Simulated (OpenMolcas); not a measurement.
**O2+: Slater's ratio, the spin-orbit constant, worked from levels**

| Item | Value |
| --- | --- |
| Program | OpenMolcas 26.06 |
| Basis | ANO-L-VTZP [4s3p2d1f] |
| Scalar Hamiltonian | non-relativistic, point nucleus |
| Active space | 2 electrons in 3 orbitals (2p) |
| State averaging | 2S+1 = 3 even, 3 roots; 2S+1 = 1 even, 6 roots |
| Spin-orbit coupling | state interaction with AMFI integrals over the reference wave functions, term energies averaged over their components |

Methods: CASSCF; SS-CASPT2, IPEA 0.25 Eh, imaginary shift 0.1 Eh (closed shells correlated: 1s 2s).

**Slater's ratio.** With one set of orbitals, p2 has ¹D - ³P = 6 F2 and ¹S - ¹D = 9 F2 (F2 = F²/25), a ratio of 3/2. Term energies are centres of gravity, weighted by 2J + 1.

```tsv
Source	¹D - ³P	¹S - ³P	F2 from the first	Ratio
CASSCF	22515	55850	3752	1.481
SS-CASPT2	20588	47090	3431	1.287
```

Energies in cm-1. A ratio away from 3/2 shows effects beyond one configuration with one set of orbitals, and in heavier atoms second-order spin-orbit shifts.

**The spin-orbit constant.** For the Hund term ³P of p2, E(J) = (A/2) J(J+1) + constant and ζ = 2S·A = 2A. From J = 0 to J = 2 the energy changes by 3 A.

```json
{"Source": "CASSCF", "E(2) - E(0)": "333.4", "A": "111.1", "ζ": "222"}
{"Source": "SS-CASPT2", "E(2) - E(0)": "333.6", "A": "111.2", "ζ": "222"}
```

All in cm-1. Both methods take the spin-orbit matrix elements from the reference wave functions, so the second can move ζ only through the term energies and any multistate remixing. Second-order mixing with other terms is absorbed into this ζ.

Term energies are means over components that CASPT2 splits; among the terms shown or strongly mixed into the levels shown the widest spread is 95 cm-1 (2s² 2p² ¹D, SS-CASPT2). With the s shell closed, the reference lacks s² → p² mixing. Levels of configurations outside the active space are missing.
